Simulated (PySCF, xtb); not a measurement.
Ge(H)2(Me)(NH2) (CH7GeN), SMILES [CH3][GeH2][NH2]. Other conformers were not sampled.

Harmonic wavenumbers (cm⁻¹) from GFN2-xTB in xtb at its own minimum, in rising order: 126, 165, 176, 407, 541, 568, 592, 640, 708, 796, 805, 823, 827, 1331, 1466, 1469, 1506, 1969, 2024, 3006, 3008, 3039, 3421, 3445.

What does PBE0-D3(BJ)/def2-SVP run with PySCF 2.14.0 give at its own minimum? (The exact figures need the calculation; the answer reports its results.)

135, 159, 193, 426, 533, 599, 643, 678, 740, 853, 855, 862, 924, 1250, 1432, 1433, 1553, 2148, 2149, 3060, 3170, 3173, 3569, 3667. Paired by order, the mean absolute difference is 70 cm⁻¹ and the zero-point energies are 47.0 and 48.9 kcal/mol.
